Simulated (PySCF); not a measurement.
Stretching BTe⁺

Set-up: PySCF, scalar-relativistic core potentials, basis sets B def2-SVPD, Te def2-SVPD with ECP28. Energies in eV from B⁺ + Te in their ground configurations at the same level. State: ³Π (triplet), unpaired electrons σ ↑, π ↑.

All columns are LC-ωPBE. A positive dipole points towards Te; it is taken about the centre of mass and depends on that origin.

```csv
R (Å),E (eV),μ (D),Mulliken charge on B (basis-dependent),HOMO (eV),LUMO (eV),Mayer bond order,⟨S²⟩
1.776,-1.932,-1.52,0.22,-17.33,-9.97,2.28,2.01
1.859,-2.509,-1.85,0.30,-17.02,-9.73,2.18,2.02
1.941,-2.799,-2.21,0.37,-16.74,-9.50,2.08,2.02
2.003,-2.879,-2.48,0.40,-16.53,-9.34,2.00,2.02
2.065,-2.874,-2.76,0.42,-16.34,-9.19,1.92,2.02
2.127,-2.808,-3.03,0.44,-16.15,-9.04,1.84,2.01
2.210,-2.657,-3.39,0.45,-15.91,-8.86,1.71,2.01
2.313,-2.415,-3.82,0.46,-15.64,-8.65,1.53,2.02
2.437,-2.105,-4.31,0.47,-15.35,-8.62,1.31,2.03
2.602,-1.720,-5.01,0.48,-15.03,-8.69,1.06,2.04
```

A fit through these points gives, at Re = 2.029 Å, μ = -2.60 D and dμ/dR = -4.44 D/Å; the reduced mass is 10.15 u.

Task: How strong is the fundamental in the double-harmonic approximation, I = 42.26·(dμ/dR)²/μred km/mol?

Result: I = 42.26·(-4.44)²/10.15 = 82.1 km/mol at LC-ωPBE.

Spin–orbit coupling is left out, which matters for elements this heavy, above all for dissociation energies. For an ion De counts to the pair picked by the measured ionisation energies or electron affinities, which need not be the lowest pair at this level. The state is the lowest determinant that a PBE0 search found; another state may lie lower at other levels.
